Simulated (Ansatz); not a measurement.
BBrH₃N, SMILES `NBBr`, relaxed with RKS PBE0-D4/def2-TZVP in Ansatz from a PBE-D4/def2-SVP geometry. The force threshold is 0.005 eV/Å; the program also tests the step.

The species carries charge 0 and has multiplicity 1.

Start:

```xyz
6

N    -0.062    0.756    0.205
B     0.227   -0.544   -0.203
Br   -1.150   -1.907   -0.123
H     0.635    1.501    0.177
H    -0.977    1.047    0.553
H     1.326   -0.853   -0.609
```

Question: By how much does the energy fall, and how many steps does the optimiser take? (Estimate.)

Answer: The calculation gave: 0.47 kcal/mol, in 4 steps.

Question: Which bonds change most? (Best estimate.)

Answer: The calculation gave: B2–H6 from 1.212 to 1.190 Å; N1–H5 from 1.021 to 1.006 Å; N1–H4 from 1.020 to 1.006 Å; N1–B2 from 1.393 to 1.380 Å.

Question: Give the relaxed structure. (An estimate is asked.)

Answer: Ansatz gave: 
```xyz
6

N    -0.060    0.751    0.203
B     0.230   -0.536   -0.201
Br   -1.141   -1.893   -0.122
H     0.626    1.486    0.177
H    -0.963    1.034    0.545
H     1.308   -0.843   -0.602
```
